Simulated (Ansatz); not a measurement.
Species: C2H6BO2, charge 0, multiplicity 2. It need not be the lowest isomer of its formula. SMILES: O(C)BO[CH2]
Geometry from a B3LYP-D3(BJ)/def2-TZVP (Ansatz, a quantum-chemistry and plane-wave program) optimisation:
```xyz
11

B      0.0426     0.7522    -0.0293
O      1.3972     0.5489    -0.0550
C      1.9805    -0.6739    -0.0233
O     -0.7962    -0.3071     0.0311
C     -2.2088    -0.1535     0.0601
H     -0.3453     1.8789    -0.0622
H      3.0569    -0.6751    -0.0498
H      1.3656    -1.5586     0.0250
H     -2.6378    -0.6714    -0.7984
H     -2.5942    -0.6047     0.9750
H     -2.4961     0.8995     0.0275
```
Charge 0, spin multiplicity 2.

Parts of the frozen-core correlation energy in cc-pVDZ (Ansatz, hartree). Frozen orbitals: 5; correlated occupied orbitals by spin: 15 and 14; virtual: 80 and 81. UHF or UKS for open shells. Spin-orbit coupling is left out. No relativistic terms.

```csv
term,value
reference (HF),-253.68674
MP2 opposite-spin,-0.53137
MP2 same-spin,-0.17519
CCSD correlation,-0.75481
(T),-0.02005
T1 diagnostic,0.016
largest doubles amplitude,0.024
<S^2> of the reference,0.762
```
